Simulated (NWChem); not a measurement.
System: CH7FSi2; SMILES FC[SiH2][SiH3]

NWChem input:

```
start job
memory heap 200 mb stack 900 mb global 1100 mb
geometry units angstroms noautoz
  F     -1.070992     1.780489    -0.234393
  C      0.138250     1.657215     0.420304
  Si     1.001601     0.053255    -0.149038
  Si    -0.520529    -1.720974     0.040260
  H     -0.042318     1.635420     1.510427
  H      0.756634     2.547920     0.208607
  H      2.204003    -0.169590     0.714608
  H      1.453620     0.200351    -1.566415
  H     -1.672302    -1.509061    -0.885594
  H     -1.032573    -1.788194     1.443713
  H      0.137151    -3.020881    -0.293532
end
basis spherical
  * library def2-svp
end
dft
  xc pw6b95
  iterations 150
  mulliken
end
task dft energy
```

Structure relaxed at the PBE0/def2-SVP level.

Question: Give the results of this calculation. (PW6B95/def2-SVP.) Quantities: energy (Ha); highest occupied level (eV); orbital gap (eV); dipole (D).

Answer: energy (Ha): -721.50
highest occupied level (eV): -8.30
orbital gap (eV): 8.59
dipole (D): 1.49
